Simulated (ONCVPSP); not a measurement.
Building the ONCV potential for indium (In) (revPBE, scalar-relativistic).

In (Z = 49), optimised norm-conserving Vanderbilt (ONCV), made with ONCVPSP 4.0.1 (revPBE, scalar-relativistic). Core [Kr] 4d10, reference 5s2 (charge +1). Waves: 5s: rc 2.25 bohr, ncon 4, nbas 9, qcut 2.5 1/bohr, 3 projectors, debl 0.3 Ha; p scattering state at 0.32 Ha: rc 2.25 bohr, ncon 3, nbas 6, qcut 3.6 1/bohr, 1 projector. Local part: polynomial inside 1.45 bohr (lpopt 5, dvloc0 -1 Ha). Core correction: none.

In the s channel the program set the typed energies aside and used -0.544, 0.250, 0.550 Ha. In the p channel the program set the typed energies aside and used 0.050 Ha.

Poles of the logarithmic derivatives, all-electron (AE) and pseudo (PS). s: poles at 0.9 (AE) and 0.9 (PS) Ha. p: poles at 1.6 (AE) and -0.3, 1.7 (PS) Ha. Test radii: s 2.28, p 2.28 bohr.

* Cutoffs needed: 23 Ha and 45 Ha (the cutoffs (Ha) at which the residual kinetic energy of the hardest occupied pseudo-wave falls to 1 and 0.1 mHa per electron)
* Ghost test: ghosts flagged at negative energy: s at -1270.3 eV (a further GHOST(-) flag falls on a real empty level of the atom); GHOST(+) flagged for s at 6.2 eV; a true bound ghost makes a file unfit for plane-wave use
* Configuration tests: 3 of 4 tests not solved or not reliable
